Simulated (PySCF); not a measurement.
**Polarisability and C₆ of Mg⁺ (magnesium, charge +1)**

[Ne] 3s1, 2S determinant. Computed with PySCF 2.14 in dyall-av3z (20s13p6d4f, 117 functions), with no relativity, point nucleus. Coupled (time-dependent) response in atomic units; α is the mean over directions.

```csv
method,mean α (bohr³),C₆ (like pair),S(−4)
PW91,33.45,143.7,1201
```

S(−4) is the Cauchy moment in α(ω) = α(0) + S(−4) ω² + …

α(iu) at PW91:

```
u (hartree)  α(iu) (bohr³)
          0          33.45
     0.0500          30.70
      0.100          24.65
      0.200          13.94
      0.300          8.250
      0.500          3.809
      0.750          2.057
       1.00          1.372
       1.50         0.8236
       2.00         0.5914
       3.00         0.3721
       5.00         0.1953
```

A single London oscillator, α(iu) = α/(1 + u²/ω²), gives C₆ = (3/4) ω α². Matching the computed C₆ needs ω = 4 × 143.7 / (3 × 33.45²) = 0.171 hartree.

For an ion, C₆ is the dispersion term alone; charge-induced terms of lower order in 1/R come first.
